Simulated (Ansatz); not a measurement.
An input meant for AlSi₇H₁₆⁻, a doped cluster cut from the lattice of silicon (Al on a surface site) (charge -1, singlet).

```yaml
crystal:
  periodic: [false, false, false]
  atoms:
    - {symbol: Si, position_ang: [-1.588902, 1.558887, -1.287542]}
    - {symbol: Si, position_ang: [1.533482, -1.602558, -1.189044]}
    - {symbol: Si, position_ang: [-1.581188, -1.567096, 1.287105]}
    - {symbol: Si, position_ang: [1.523123, 1.608991, 1.189380]}
    - {symbol: Al, position_ang: [-3.050030, -0.004995, 0.002913]}
    - {symbol: Si, position_ang: [-0.012991, -2.851878, 0.076119]}
    - {symbol: Si, position_ang: [-0.026063, 2.851928, -0.078545]}
    - {symbol: Si, position_ang: [2.774617, 0.007543, -0.000172]}
    - {symbol: H, position_ang: [-2.337985, 2.660284, -2.031099]}
    - {symbol: H, position_ang: [-0.708607, 0.963868, -2.375235]}
    - {symbol: H, position_ang: [2.549396, -2.519148, -1.844290]}
    - {symbol: H, position_ang: [0.829678, -0.881486, -2.311141]}
    - {symbol: H, position_ang: [-2.327431, -2.673689, 2.025850]}
    - {symbol: H, position_ang: [-0.704259, -0.973193, 2.378122]}
    - {symbol: H, position_ang: [0.820548, 0.882502, 2.308745]}
    - {symbol: H, position_ang: [2.532823, 2.529852, 1.848171]}
    - {symbol: H, position_ang: [-3.928264, -0.876482, -1.059404]}
    - {symbol: H, position_ang: [-3.924671, 0.864401, 1.069908]}
    - {symbol: H, position_ang: [-0.681984, -3.750716, -0.944740]}
    - {symbol: H, position_ang: [0.821716, -3.784050, 0.935751]}
    - {symbol: H, position_ang: [0.806797, 3.784567, -0.939452]}
    - {symbol: H, position_ang: [-0.698320, 3.751001, 0.939959]}
    - {symbol: H, position_ang: [3.686248, 0.719182, -0.978471]}
    - {symbol: H, position_ang: [3.692265, -0.697727, 0.977092]}
basis:
  gaussian: {orbitals: pcseg-2}
total_charge: -1
magnetization: {spin_polarized: true, initial_magnetization: 1}
hamiltonian: {xc: {name: LC-wPBE}}
scf: {omitted_lower_state_checks: [starts]}
output: {forces: true}
```

```sh
$ ansatz run in.yaml --threads 4 --pin off --events-out ev --progress --plain --max-ram 6963MiB
```

It prints (some lines left out):

```
Error: a molecule whose nuclei and cores have a total charge of 127 cannot have a net charge of -1 together with 1 unpaired electrons
```

Question: Something in this input is off. What?

Answer: The number of unpaired electrons doesn't fit the electron count. The program refused the input.
